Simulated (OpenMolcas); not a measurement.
## Mn3+, Tc3+, Re3+: d4 down the group

- Program: OpenMolcas 26.06
- Method: CASSCF
- Basis: ANO-R2
- Scalar Hamiltonian: X2C, finite nucleus
- Spin-orbit coupling: state interaction with AMFI integrals over the reference wave functions, term energies averaged over their components

Active space for each ion: 4 electrons in 5 orbitals (d).

Computed levels in cm-1 above 5D0:

| Level | Mn3+ | Tc3+ | Re3+ |
| --- | --- | --- | --- |
| 5D1 | 99.5 | 320 | 2502 |
| 5D2 | 294 | 895 | 5219 |
| 5D3 | 578 | 1655 | 7723 |
| 5D4 | 941 | 2551 | 9902 |
| 3H4 | 23839 | 18153 | 19251 |
| 3H5 | 24045 | 18878 | 23255 |
| 3H6 | 24277 | 19548 | 25219 |
| 3P0(1) | 25710 | 18353 | 17845 |
| 3P1(1) | 26297 | 20100 | 23889 |
| weight of 5D in the lowest level (%) | 100 | 99 | 79 |

Mixed levels, with the weight of the term that names them: Re3+ 3H4 (63 %), Re3+ 3P0(1) (67 %).

Measured, with the error of the calculation in %. Measured levels: Mn3+ from Corliss and Sugar, J. Phys. Chem. Ref. Data 6, 1253 (1977); Re3+ from the list in Brasseur, Gamrath and Quinet, At. Data Nucl. Data Tables 157, 101636 (2024).

```
 Level           Mn3+           Re3+
   5D1    99.0 (+0.5)   3084 (-18.9)
   5D2     287 (+2.6)   5979 (-12.7)
   5D3     552 (+4.6)    8350 (-7.5)
   5D4     886 (+6.2)   10121 (-2.2)
   3H4  21281 (+12.0)  16946 (+13.6)
   3H5  21475 (+12.0)  20930 (+11.1)
   3H6  21679 (+12.0)  22896 (+10.1)
3P0(1)  20654 (+24.5)               
3P1(1)  21279 (+23.6)  19340 (+23.5)
```

The fine-structure level 5D4 changes by a factor of 10.5 from Mn3+ to Re3+.

Without spin-orbit coupling 3H lies 23523, 17474, 16429 cm-1 above 5D in that order; the difference to the level 3H4, of either sign, comes from spin-orbit coupling, which also lowers the zero.

Without dynamic correlation excited terms often stand tens of per cent too high (terms of higher spin than the ground term too low), and those without a measured partner can miss by more than the paired ones. Some levels mix across a computed gap that differs much from the measured one, so their mixing is not that of the real levels (holds for Re3+). Measured partners are found by configuration, term and J. A level has none where our copy of the source lacks it or the pairing is in doubt (some pairs that miss far off the trend of their configuration count as doubtful), and it then counts in no deviation. Only configurations of the active space appear.

A number in round brackets counts repeated terms of one configuration in the order of the reference energies.
